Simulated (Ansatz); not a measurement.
def2 core potentials replace the inner electrons of Te.

B3LYP has the VWN-RPA correlation part, as in Gaussian. 

Cartesian coordinates (Å):
```xyz
7

C     -0.9859    -0.1744    -0.2979
Te     0.4585     1.3911     0.1170
O      2.0560     0.1574     0.1972
H     -0.5787    -0.7972    -1.1049
H     -1.9137     0.3116    -0.6348
H     -1.1788    -0.7743     0.6003
H      2.1425    -0.1144     1.1230
```
Charge 0, spin multiplicity 1.

Estimate the vertical ionisation energy (Delta-SCF), total energy, LUMO, HOMO–LUMO gap, HOMO, hole reorganisation energy (four-point), adiabatic ionisation energy (no zero-point term) and dipole moment that B3LYP-D3(BJ)/def2-TZVP // B3LYP-D3(BJ)/def2-SVP (Ansatz, a quantum-chemistry and plane-wave program) returns for this input.


```json
{
  "vertical ionisation energy (Delta-SCF)": "8.30 eV",
  "total_energy": "-383.9005 Ha",
  "LUMO": "-1.85 eV",
  "HOMO–LUMO gap": "3.99 eV",
  "HOMO": "-5.83 eV",
  "hole reorganisation energy (four-point)": "0.558 eV",
  "adiabatic ionisation energy (no zero-point term)": "7.92 eV",
  "dipole_moment": "2.04 D"
}
```
